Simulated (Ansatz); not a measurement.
`[BH2-]1[SH+][BH2-][SH+]1`, charge 0, multiplicity 1.

Problem. Give a relaxed structure at PBE0-D4/def2-TZVP (Ansatz 0.2.0). (Estimate.)

Solution. Computed: 
Cartesian coordinates in Å:
```
B 1.135 0.612 -0.183
S 0.717 -1.247 0.280
B -1.028 -0.683 -0.415
S -0.718 1.248 -0.275
H 1.804 1.178 0.629
H 1.529 0.588 -1.314
H 0.476 -1.078 1.593
H -1.957 -1.075 0.228
H -1.011 -0.934 -1.586
H -0.946 1.393 1.044
```
Point group C2v.
This is one stationary point; other conformers may exist.
